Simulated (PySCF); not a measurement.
Be(Br)(SH) (BeBrHS), SMILES [SH][Be][Br].

The structure is a stationary point at PBE0-D3(BJ)/def2-TZVP. One conformer was computed; it need not be the lowest.

Calculation: r2SCAN/def2-TZVPD (PySCF).

The molecule is in vacuum.

Computed frontier levels, gap, dipole moment and polarisability:
- highest occupied level: -6.99 eV
- lowest empty level: -1.28 eV
- orbital gap: 5.71 eV
- dipole moment: 0.75 D
- quadrupole, principal values (traceless, Buckingham form, about the centre of nuclear charge): -5.42, -0.73, 6.16 D·Å
- mean static polarisability: 58.9 bohr³ (8.72 Å³)
- polarisability, principal values: 49.4, 49.8, 77.4 bohr³
